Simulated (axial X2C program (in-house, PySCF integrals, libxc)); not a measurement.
# What spin–orbit coupling does to MoP⁻

Calculated with an in-house all-electron X2C program for linear molecules (integrals from PySCF). Spin-free means the one-electron spin-free X2C Hamiltonian; two-component (2c) means X2C with spin–orbit coupling and atomic mean-field two-electron Coulomb and Gaunt terms, so the difference of the two also holds small scalar two-electron terms. Basis: Mo dyall-acv3z [12s13p10d5f3g], P dyall-av3z [9s8p3d2f] (cores contracted in-house); Gaussian nuclei, density fitting, unrestricted open shells. Masses: Mo 97.905 u, P 30.974 u.

Spin-free state: M_S = 2, Λ = 1 (beyond evenly filled blocks: σα, π+α, δ+α, δ-α); fragments Mo + P- for PBE0; Mo- + P for HF.

```json
{"level": "PBE0", "Re (Å)": "2.171", "ωe (cm⁻¹)": "429.8", "De (eV)": "2.946", "μ (D)": "-3.87"}
{"level": "HF", "Re (Å)": "2.426", "ωe (cm⁻¹)": "272.2", "De (eV)": "0.739", "μ (D)": "-3.08"}
```

Dipoles are positive if P is the positive end and refer to the centre of mass.

Two-component determinant lowest at the distance of the search:

Ω = 1 (⟨Sz⟩ = 2.00, ⟨Lz⟩ = -1.00 at PBE0); fragments Mo + P- for PBE0; Mo- + P for HF.

```csv
level,Re (Å),ωe (cm⁻¹),De (eV),μ (D)
PBE0,2.169,432.2,2.976,-3.89
HF,2.423,273.8,0.759,-3.10
```

Question: From the two tables, how do the constants change at the PBE0 level (2c against spin-free)?

Answer: At the PBE0 level Re decreases by 0.002 Å and ωe increases by 2.4 cm⁻¹; De is not compared, since the atomic limits differ or miss part of their spin–orbit lowering.

Occupations by symmetry block were frozen at the best pattern of an incomplete PBE0 search. De is counted from the lowest determinant-based energies of the atoms at the same level, without counterpoise correction. Density functionals use the spin component along the axis (collinear). The 2c atoms are single determinants rather than J levels; their spin–orbit lowering is only partly caught, and De is too large by that part. This holds for PBE0. PBE0 can misorder states that lie within some tenths of an eV, so this need not be the ground state of the molecule. The nearest other spin-free determinant of the search, M_S = 1, Λ = 0, lies 0.07 eV up at the distance of the search. Without a current term, density functionals place determinants with orbital angular momentum somewhat too high. With several unpaired electrons one determinant need not be a pure state. Open-shell Ω = 0 determinants with evenly filled partner blocks cannot be reached by this program, so the Ω shown need not be the lowest component. Some points did not converge and are left out. The highest occupied level of some functionals is positive through self-interaction error; at Hartree–Fock it is bound. The determinant is spin-polarised beyond a pure state at some levels (its spin-free form has ⟨S²⟩ too high), which makes Re and μ there less reliable. Hartree–Fock gets electron affinities wrong, so its lowest charge split need not be the true one.
